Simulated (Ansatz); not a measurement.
The cluster Pd4H7. Charge 0, multiplicity 2. Geometry PBE0-D4/def2-SVP, basis def2-TZVP, Ansatz.

| atom | x (Å) | y (Å) | z (Å) |
| --- | --- | --- | --- |
| Pd1 | 1.615 | -0.358 | 2.670 |
| Pd2 | 1.111 | -0.926 | -0.015 |
| Pd3 | 0.247 | 1.370 | 1.083 |
| Pd4 | -1.119 | 0.078 | -1.020 |
| H5 | 1.387 | 1.248 | 2.343 |
| H6 | -2.371 | 0.574 | -2.161 |
| H7 | 1.459 | -2.142 | -1.141 |
| H8 | -2.792 | 0.406 | -1.457 |
| H9 | -0.835 | 1.562 | -0.273 |
| H10 | 0.306 | -0.273 | 1.549 |
| H11 | 0.993 | -1.540 | -1.579 |

```csv
run,HOMO (eV),LUMO (eV)
A,-4.62,-4.18
B,-4.86,-4.54
C,-7.48,-1.24
D,-4.70,-3.96
E,-5.52,-3.12
```

In the def2 sets Pd takes a core potential; there is no spin–orbit coupling. In the doublet, H6 and H8 lie 0.84 Å apart, H7 and H11 lie 0.88 Å apart (atoms count from 1), so H2 has formed as a molecule. No other spin state of charge 0 was run. Another isomer (doublet) lies 0.24 eV lower at PBE0-D4/def2-TZVP; other spin states weren't run for this one.

HOMO and LUMO are taken over both spins.

Problem. The runs used LDA (SPW92), PBE, PBE0, r2SCAN, ωB97M-V. Estimate which is which.

Solution. A PBE (0 % exact exchange); B LDA (SPW92) (0 % exact exchange); C ωB97M-V (range-separated); D r2SCAN (0 % exact exchange); E PBE0 (25 % exact exchange). Exact exchange lowers occupied and raises empty levels; among semilocal functionals meta-GGAs tend to open the gap a little, and such runs are hard to tell apart. The gap grows from 0.32 eV (LDA (SPW92)) to 6.24 eV (ωB97M-V).
